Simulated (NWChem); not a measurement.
System: CHF, singlet; SMILES [CH]F

```xyz
3

C      0.1550     0.7076     0.0000
F     -0.0029    -0.5774     0.0000
H     -0.9149     1.0862     0.0000
```
Atoms are numbered in this order, from 1.

Computed with NWChem. Geometry optimised at PBE0/def2-SVP; all other runs use it. Low-valent species are run as closed-shell singlets; no triplet was tried in these runs.

```tsv
quantity	level	value
anisotropy (bohr³), static	CAM-B3LYP/def2-SVPD	3.3
solvation free energy (kcal/mol) in n-hexane	PBE0/def2-SVP, SMD	0.9
vertical ionisation energy, ΔSCF (eV)	PBE/def2-SVP	10.11
vertical, lowest excitation, singlet (eV)	CAM-B3LYP/def2-SVPD, TDA	2.37
dipole (D)	PBE0/def2-SVP	1.52
highest harmonic frequency (cm⁻¹)	PBE0/def2-SVP	2797
```
